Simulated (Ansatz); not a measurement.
The cluster TeAu2 (the lowest singlet isomer of a short search) was relaxed with PBE0-D4 (def2-TZVP) in Ansatz in these states: charge +1 doublet, neutral quintet, neutral singlet, neutral triplet. The geometries follow in no particular order.

In the def2 sets Au, Te take a core potential; there is no spin–orbit coupling.

A:

```xyz
3

Au   -0.4318   -1.1501    0.9568
Au    0.6508    1.2662    0.6308
Te   -0.2190   -0.1160   -1.5876
```

B:

```xyz
3

Au   -1.0681    1.2131    1.0215
Au    1.7720   -0.6333   -0.3387
Te   -0.7039   -0.5798   -0.6827
```

C:

Cartesian coordinates in Å:
```
Au -1.4272 0.8593 -0.7587
Au 0.5056 -0.8258 1.5534
Te 0.9216 -0.0334 -0.7948
```

D:

Cartesian coordinates in Å:
```
Au -1.142 1.630 1.146
Au 1.225 -1.032 -1.646
Te -0.083 -0.598 0.500
```

Task: Judge from the bond lengths which geometry belongs to which state (an estimate).

Result: A is the neutral quintet (Au1–Te3 2.755 Å, Au2–Te3 2.755 Å); B is the charge +1 doublet (Au1–Te3 2.500 Å, Au2–Te3 2.500 Å); C is the neutral singlet (Au1–Te3 2.513 Å, Au2–Te3 2.513 Å); D is the neutral triplet (Au1–Te3 2.550 Å, Au2–Te3 2.550 Å).
